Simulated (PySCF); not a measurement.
F2Hf, SMILES [F][Hf][F], multiplicity 1.

Geometry optimised at r2SCAN-D4/def2-TZVP. The spin state was assumed, not searched. The def2 effective core potentials stand for the cores of Hf; spin–orbit coupling is left out.

Calculation: PySCF with PBE/def2-TZVPD.

Gas-phase values at a fixed geometry.

```json
{
  "total_energy": "-247.72662 hartree",
  "point_group": "C2v",
  "highest_occupied_level": "-4.83 eV",
  "lowest_empty_level": "-3.50 eV",
  "orbital_gap": "1.33 eV",
  "dipole_moment": "1.21 D",
  "quadrupole, principal values (traceless, Buckingham form, about the centre of nuclear charge)": "-2.42, 0.57, 1.85 D·Å",
  "mean_static_polarisability": "78.1 bohr³ (11.58 Å³)",
  "polarisability_principal_values": "67.2, 76.7, 90.5 bohr³"
}
```
